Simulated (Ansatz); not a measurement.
```yaml
crystal:
  periodic: [false, false, false]
  atoms:
    - {symbol: C, position_ang: [2.768547, 0.406980, -0.990730]}
    - {symbol: C, position_ang: [1.725147, 0.252518, -0.616873]}
    - {symbol: Ti, position_ang: [0.001986, -0.002459, 0.000821]}
    - {symbol: C, position_ang: [-0.973410, -0.936064, -1.261264]}
    - {symbol: C, position_ang: [-1.564889, -1.501369, -2.024738]}
    - {symbol: C, position_ang: [-0.792981, 1.638364, 0.303405]}
    - {symbol: C, position_ang: [-1.274435, 2.631808, 0.486648]}
    - {symbol: C, position_ang: [0.048772, -0.964552, 1.578183]}
    - {symbol: C, position_ang: [0.076199, -1.547253, 2.533179]}
    - {symbol: H, position_ang: [3.684056, 0.542535, -1.318775]}
    - {symbol: H, position_ang: [-2.083792, -1.997397, -2.694698]}
    - {symbol: H, position_ang: [-1.696872, 3.503499, 0.647423]}
    - {symbol: H, position_ang: [0.100349, -2.058534, 3.371128]}
basis:
  gaussian: {orbitals: def2-TZVPP}
hamiltonian: {xc: {name: B3LYP-D3}}
```

```sh
$ ansatz run in.yaml --threads 2 --pin off --events-out ev --progress --plain --max-ram 22528MiB --backend cuda --devices 0, --max-vram 18GiB
```

(1) How does Ansatz answer? (An estimate is asked.)

Results:

(1) The calculation gave: The program refused the input.
```
Error: YAML parse error: error: line 19 column 19: hamiltonian.xc: no functional is named "B3LYP-D3"; the names, which are not case-sensitive, are SVWN5, SPW92, PBE, PBE0, PBEsol, revPBE, revPBE0, RPBE, rPW86-PBE, HSE06, wPBEh, LC-wPBE, HISS, HF, BLYP, B3LYP, B3LYP5, BHLYP, CAM-B3LYP, r2SCAN, r2SCANh, r2SCAN0, r2SCAN50, m-r2SCAN, B97, wB97, wB97X, wB97X-V, B97M-V, wB97M-V, B2PLYP, B2GP-PLYP, PBE0-DH, PBE-QIDH
17 | basis:
18 |   gaussian: {orbitals: def2-TZVPP}
19 | hamiltonian: {xc: {name: B3LYP-D3}}
```

HSE06 is defined as in plane-wave codes.
